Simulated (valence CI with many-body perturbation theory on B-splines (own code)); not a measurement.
The numbers below are computed, except where a source is named.
# Tb15+: magnetic and hyperfine properties of the levels

Level of theory: relativistic CI+MBPT: four valence electrons over a frozen Dirac-Fock core [Kr] 4d10, radial functions for each j: 7 s, 7 p, 7 d, 7 f, 4 g, 2 h, with the one-electron correlation potential Σ1 (screened to all orders), the two-electron term Σ2, the three-electron term Σ3, Breit, model QED; selected single and double excitations, second order for the rest, scaled by the run's own slope (own B-spline code, finite nucleus).

No measured spectrum was set against this ion. As an estimate, terms of the open shell hold to a few per cent of their energy, and close levels can change places; configurations with another count of f electrons can be misplaced by thousands of cm⁻¹.

A/g_I is the dipole constant over the nuclear g factor μ/I (μ in nuclear magnetons, uniformly magnetised nucleus), B/Q the quadrupole constant per barn. Both hold the static response of the core; the bare values leave it out. Large factors of s and p1/2 electrons are usually good to 5 to 10 %; those of open d and f shells near neutrality can be off by tens of per cent, and small factors of p3/2, d and f electrons come from cancelling terms and can be off by a factor of two or in sign, in half-filled shells by more. B is blank for J = 1/2, where it vanishes, and for nearly pure S terms. Energies count from the lowest level. Levels with J = 0 are left out.

Names give the largest LS component (configuration and term), which can be under half, so a name can repeat, a term be missing and a line seem to break the LS rules; names also repeat where a configuration has a term twice. Letters in brackets count levels of one name in rising energy.

```csv
Level,E (cm⁻¹),g,A/g_I (MHz),A/g_I bare,B/Q (MHz/b),B/Q bare
4f4 5I_4,0.0,0.609,2070,1690,-825,-668
4f4 5I_5,3736,0.902,1370,1330,-750,-621
4f4 5I_6,7604,1.068,975,1130,-738,-624
4f4 5I_7,11474,1.171,748,1030,-759,-653
4f4 5I_8,15279,1.238,610,974,-804,-702
4f4 5F_1,23129,0.041,3830,2910,292,241
4f4 5F_2,23783,1.017,1300,1460,496,409
4f4 5F_3,26013,1.230,653,1020,323,256
4f4 5S_2,27223,1.916,-1060,78.4,-34.3,-40.5
4f4 5F_4,27498,1.221,713,1080,-454,-389
4f4 3K_6 [a],29654,0.862,1470,1400,252,222
4f4 5F_5,31144,1.352,292,773,490,376
4f4 3H_4 [a],31805,1.037,1070,1200,-8.29,-5.01
4f4 3K_7 [a],32215,0.987,1190,1260,747,607
4f4 5G_2,32218,0.394,2620,2010,-232,-182
4f4 5G_3,33207,0.883,1490,1460,17.3,28.2
4f4 3K_8 [a],35337,1.071,1000,1170,1130,903
4f4 3H_5 [a],37263,1.157,734,983,-88.8,-86.0
4f3 5s 5I°_4,37863,0.608,-14300,-13500,715,612
4f4 5G_4,38271,1.063,1010,1170,-142,-113
4f4 3G_3 [a],40031,0.818,1550,1410,-799,-658
4f4 3D_2 [a],40986,1.197,733,1060,615,516
4f3 5s 5I°_5,41147,0.901,3030,2900,692,580
4f4 5G_5,42561,1.181,737,1030,-296,-250
4f4 3L_7,42640,0.913,1290,1250,1010,849
4f4 5G_6,43246,1.258,479,842,-475,-424
4f4 3P_1 [a],43590,1.013,1410,1590,-32.2,-31.6
4f4 3L_8,44780,1.008,1080,1160,1740,1420
4f3 5s 5I°_6,45411,1.070,7960,7650,765,628
4f4 1L_8 [a],45589,0.970,1220,1270,1920,1590
4f4 3L_9,46105,1.074,977,1150,2440,1990
4f4 3G_4 [a],46615,1.069,986,1150,-880,-723
4f4 3H_6 [a],46981,1.224,646,995,-562,-478
4f4 1D_2 [a],47057,1.031,920,990,-376,-322
4f4 3D_3 [a],47149,1.288,313,683,755,618
4f4 3F_4 [a],49415,1.173,677,942,-739,-624
4f3 5s 5I°_7,50076,1.175,9960,9600,894,725
4f4 3I_5 [a],50641,0.941,1230,1230,313,247
4f4 3D_1 [a],52556,0.965,1670,1840,127,112
```

(1) Take the isotope of mass number 159, with I = 3/2, μ = 2.009 μN and Q = 1.432 b. What is the hyperfine structure of 4f4 5I_7?

## Answers

(1) From the table A = 1000 MHz, B = -1090 MHz. Shifts from the centre of gravity in MHz: F = 11/2: -12400, F = 13/2: -5250, F = 15/2: 2390, F = 17/2: 10200.
